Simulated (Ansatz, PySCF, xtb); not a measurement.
Reaction R1 + R2 → P1 + P2, each structure at its B3LYP-D3(BJ)/def2-TZVP stationary point, reached from a drawn start (curvature not checked).
R1, Cl2H2Si (SMILES Cl[SiH2]Cl) (charge 0, multiplicity 1, Z-matrix in Å and degrees):
```
Si
H 1 1.4702
H 1 1.4702 2 112.81
Cl 1 2.0521 2 108.48 3 120.20
Cl 1 2.0521 2 108.48 3 -120.20
```
R2: NH3 (SMILES N), charge 0, multiplicity 1.
P1: ClH4NSi (SMILES N[SiH2]Cl), charge 0, multiplicity 1.
P2: HCl (SMILES Cl), charge 0, multiplicity 1.

| level | reaction energy (kJ/mol) | minus CCSD(T)/CBS(cc-pV(T+d)Z, cc-pV(Q+d)Z) |
|---|---|---|
| GFN1-xTB | 132.0 | 98.8 |
| HF/cc-pV(D+d)Z | 28.8 | -4.4 |
| PBE-D4/def2-TZVPP | 36.3 | 3.1 |
| BLYP-D3(BJ)/def2-TZVPP | 34.2 | 1.0 |
| B3LYP/def2-TZVPP | 32.6 | -0.6 |
| B3LYP-D3(BJ)/def2-TZVPP | 33.3 | 0.1 |
| BHLYP-D3(BJ)/def2-TZVPP | 32.9 | -0.3 |
| M06-2X/def2-TZVPP | 30.7 | -2.5 |
| B2PLYP/def2-TZVPP | 32.8 | -0.4 |
| MP2/cc-pV(T+d)Z | 30.7 | -2.5 |
| MP2/cc-pV(Q+d)Z | 33.7 | 0.5 |
| MP2/CBS(cc-pV(T+d)Z, cc-pV(Q+d)Z) | 35.5 | 2.3 |
| CCSD/cc-pV(D+d)Z | 25.0 | -8.2 |
| CCSD(T)/CBS(cc-pV(T+d)Z, cc-pV(Q+d)Z) | 33.2 | 0.0 |

 The comparison column counts from a level with limits of its own.

P less R. No zero-point or thermal terms.

Cores are frozen in the correlated methods. CBS(a, b) extrapolates the correlation energy as X⁻³ and adds the Hartree–Fock energy of set b.

The values were computed with Ansatz (Gaussian basis) for Hartree–Fock, density functionals and correlated methods; PySCF for M06-2X and the D3/D4 terms; xtb for the GFN methods. All values are computed, each at the level named.

Ansatz is a first-principles code.
